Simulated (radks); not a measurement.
The numbers below are computed, except where a source is named.
Neutral tellurium, configuration [Kr] 4d10 5s1.5 5p4 6s0.5 (fractional occupations, a model configuration). Code: a radial shooting solver on a logarithmic mesh with Libxc functionals. Model: scalar-relativistic Kohn-Sham, LDA (Slater exchange, Perdew-Wang correlation), spin-polarised, spherical densities, finite nucleus; open shells are filled with parallel spins first (spin-orbit coupling, left out, can overturn this in heavy ions); Fermi nuclear charge, rms radius 4.7423 fm.

Local quantities along the radius. ELF = 1/(1 + alpha^2) is the electron localisation function; alpha = (tau - tau_W)/tau_unif compares the Pauli kinetic energy density with that of the uniform gas (summed over spins); 4 pi r^2 rho is in e/bohr; -r V(r) is the screened charge that the Kohn-Sham potential of spin up presents (atomic units); r v_xc is r times the local exchange-correlation potential of spin up (hartree bohr). tau is taken from the large components.

r (bohr)	ELF	alpha	4 pi r^2 rho	-r V(r)	r v_xc
0.001328	0.999	0.02345	2.957	51.65	-0.06709
0.001829	0.999	0.02420	5.075	51.51	-0.08937
0.002518	0.999	0.02600	8.539	51.33	-0.1183
0.003468	0.999	0.02937	13.98	51.07	-0.1551
0.004776	0.999	0.03537	22.06	50.72	-0.2010
0.00663	0.998	0.04657	33.38	50.23	-0.2575
0.00913	0.995	0.06786	46.60	49.57	-0.3202
0.01257	0.987	0.1134	59.23	48.70	-0.3862
0.01731	0.952	0.2241	66.75	47.57	-0.4475
0.02384	0.790	0.5163	65.75	46.11	-0.4961
0.03284	0.434	1.142	59.75	44.26	-0.5356
0.04522	0.330	1.424	60.77	41.96	-0.6004
0.06227	0.580	0.8514	75.49	39.16	-0.7190
0.08576	0.753	0.5724	86.89	35.84	-0.8398
0.1181	0.575	0.8600	74.69	32.02	-0.8912
0.1639	0.322	1.453	61.10	27.67	-0.9341
0.2258	0.625	0.7739	70.78	23.18	-1.095
0.3109	0.754	0.5707	62.29	18.75	-1.174
0.4282	0.302	1.521	30.39	14.62	-1.041
0.5897	0.401	1.222	24.11	10.85	-1.085
0.812	0.768	0.5489	25.36	7.493	-1.234
1.118	0.545	0.9128	13.54	4.914	-1.138
1.54	0.268	1.653	5.536	3.208	-1.004
2.121	0.580	0.8515	3.275	2.138	-0.9996
2.921	0.670	0.7017	1.654	1.421	-0.9177
4.022	0.244	1.759	0.5129	0.9373	-0.7238
5.583	0.112	2.816	0.1495	0.6561	-0.5711
7.689	0.740	0.5920	0.06535	0.5282	-0.5030
10.59	0.994	0.07534	0.01795	0.3836	-0.3796
14.58	1.000	0.009140	0.001807	0.2090	-0.2088

On this mesh the ELF has minima near r = 0.045, 0.16, 0.50, 1.5, 4.8 bohr, which separate the shells, and maxima near 0.086 (0.75), 0.31 (0.75), 0.81 (0.77), 2.5 (0.70).

Self-consistent cycle (total energy in hartree, residual of the potential): 1: -6788.206020, 2e+00; 2: -6788.295571, 1e+00; 3: -6788.391220, 4e-02; 4: -6788.392306, 8e-03; 5: -6788.392087, 1e-03; 6: -6788.392001, 5e-04; 7: -6788.391983, 1e-04; 8: -6788.391983, 5e-05; 9: -6788.391983, 6e-06; 10: -6788.391983, 2e-06; 11: -6788.391983, 3e-07; 12: -6788.391983, 6e-09.
